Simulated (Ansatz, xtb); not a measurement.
Two isomers of BrH5O2Si2

We compare a, `O[Si@H](Br)O[SiH3]`, a singlet, with b, `O[SiH2]O[SiH2]Br`, a singlet. Both are isolated molecules in the gas phase, relaxed with PBE0-D3(BJ)/def2-SVP; the shapes shown needn't be the lowest conformers.

a (Å):

```xyz
10

Br    0.6949    1.8401   -0.2999
O     1.1015   -0.2252   -2.7042
O     0.5775   -1.2918   -0.2678
Si    0.2281   -0.0883   -1.3212
Si    0.8507   -1.8058    1.2918
H     2.0599   -0.1642   -2.6446
H    -1.1930   -0.1022   -1.7107
H     1.0917   -0.6337    2.1819
H     2.0460   -2.6953    1.2895
H    -0.3392   -2.5661    1.7694
```

b (Å):

```xyz
10

Br   -1.6278    0.2842    1.6039
O     1.6575    1.6701    1.2317
O     0.6890   -0.1757   -0.5284
Si    2.0047    0.2854    0.3972
Si   -0.9360    0.0544   -0.5201
H     0.9458    1.6128    1.8796
H     2.3211   -0.8539    1.3022
H     3.1246    0.6034   -0.5174
H    -1.3174    1.3034   -1.2263
H    -1.6164   -1.1389   -1.0778
```

Quicker runs give these differences E(b) − E(a): GFN2-xTB −16.21 kJ/mol; HF/STO-3G +17.36 kJ/mol (at GFN2-xTB geometries); r2SCAN-D4/def2-SVP +6.16 kJ/mol (at GFN2-xTB geometries).

**Question.** Which of the two would you expect CCSD(T)/def2-SVP + ΔMP2/def2-TZVPP electronic energies to favour?

**Answer.** Too close to call at this level: CCSD(T)/def2-SVP + ΔMP2/def2-TZVPP gives E(b) − E(a) = +1.51 kJ/mol.

How the difference moves with the method:

```
                             level              geometry  E(b) − E(a) (kJ/mol)  departure from the last row (kJ/mol)  job, with rough time for the two
                          GFN2-xTB              GFN2-xTB                  −16.21                                −17.71                 optimisation, 3 s
                         HF/STO-3G              GFN2-xTB                  +17.36                                +15.85               single point, 3.8 s
                r2SCAN-D4/def2-SVP              GFN2-xTB                   +6.16                                 +4.65                single point, 18 s
              PBE0-D3(BJ)/def2-SVP  PBE0-D3(BJ)/def2-SVP                   +1.28                                 −0.23             optimisation, 7.5 min
                       HF/def2-SVP  PBE0-D3(BJ)/def2-SVP                   +4.18                                 +2.67           part of the CCSD(T) run
                      MP2/def2-SVP  PBE0-D3(BJ)/def2-SVP                   +0.51                                 −0.99           part of the CCSD(T) run
                  CCSD(T)/def2-SVP  PBE0-D3(BJ)/def2-SVP                   +0.35                                 −1.16                      single point
CCSD(T)/def2-SVP + ΔMP2/def2-TZVPP  PBE0-D3(BJ)/def2-SVP                   +1.51                                                     single point, 3 min
```

As drawn, both hold the same kinds of bond in the same numbers.

The largest departure from CCSD(T)/def2-SVP + ΔMP2/def2-TZVPP is that of GFN2-xTB, 17.71 kJ/mol. The last row adds to CCSD(T) the change of the MP2 difference between the two basis sets, here +1.16 kJ/mol.

With thermal terms from frequencies at re-optimised GFN2-xTB minima (ideal gas, soft modes damped towards free rotors, one conformer each, 298.15 K, 1 atm): the zero-point term adds +2.12 kJ/mol; ΔH is +2.55 and ΔG +5.10 kJ/mol.

The correlated steps freeze 21 core orbitals; the filled d shell of Br is correlated, in a basis made for valence electrons. Mirror images aren't counted in ΔG. Programs: Ansatz 0.2.0, xtb 6.7.1; the last row on 2 threads of AMD EPYC (Zen 3) on a shared host.
